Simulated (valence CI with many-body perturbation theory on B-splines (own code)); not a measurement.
I IV: key properties

Calculated by configuration interaction combined with many-body perturbation theory (CI+MBPT): four valence electrons over a frozen Dirac-Fock core [Kr] 4d10, radial functions for each j: 11 s, 11 p, 9 d, 7 f, 5 g, 2 h, 1 i, with the one-electron correlation potential Σ1 (screened to all orders), the two-electron term Σ2, the three-electron term Σ3, Breit, model QED; selected single and double excitations, second order for the rest, scaled by the run's own slope (own B-spline code, finite nucleus).

No measured spectrum was set against this ion. As an estimate, levels hold to about 250 cm⁻¹ or 0.2 % of their energy and the worst to 1 %, as in measured heavy ions of charge 2 to 7; those with d or f electrons hold less well. Core correlation moves these levels by up to 11000 cm⁻¹, and in measured spectra 5 to 20 % of such shifts remained as error; rates that hang on mixing are uncertain with them. Among the levels kept, up to 300 cm⁻¹ of a level comes from second order outside the variational space, and about a tenth of that is noise between levels of different J, which matters for small intervals.

Names give the largest LS component (configuration and term), which can be under half, so a name can repeat, a term be missing and a line seem to break the LS rules; names also repeat where a configuration has a term twice.

Rates and lifetimes use the calculated energies. Strong lines usually hold to 10 to 20 %, long lifetimes can be off by a factor of two.

(1) What is the ground level?

(2) Name the longest-lived excited levels whose lifetime is computed, and their main decay.

(3) How is the term 3P of the ground level split?

(4) What are the static dipole polarisabilities of the lowest levels?

(5) What is the ionisation energy?

## Answers

(1) 5s2 5p2 3P_0, composition 89 % 5s2 5p2 3P + 8 % 5s2 5p2 1S.

(2) 5s2 5p2 3P_2 at 10983 cm⁻¹ lives 1.36 s, mostly by M1 to 5s2 5p2 3P_1; 5s2 5p2 3P_1 at 6831 cm⁻¹ lives 190 ms, mostly by M1 to 5s2 5p2 3P_0; 5s2 5p 5d 3F°_4 at 140692 cm⁻¹ lives 85.8 ms, mostly by M1 to 5s2 5p 5d 3F°_3.

(3) J = 0 at 0.0, J = 1 at 6831, J = 2 at 10983 cm⁻¹.

(4) 5s2 5p2 3P_0 9.67; 5s2 5p2 3P_1 9.98 (tensor 0.047); 5s2 5p2 3P_2 10.0 (tensor -0.086); 5s2 5p2 1D_2 10.3 (tensor 0.20) bohr³, of which the core gives 1.03.

(5) 40.548 eV; NIST lists 40.357 ± 0.025 eV (measured).
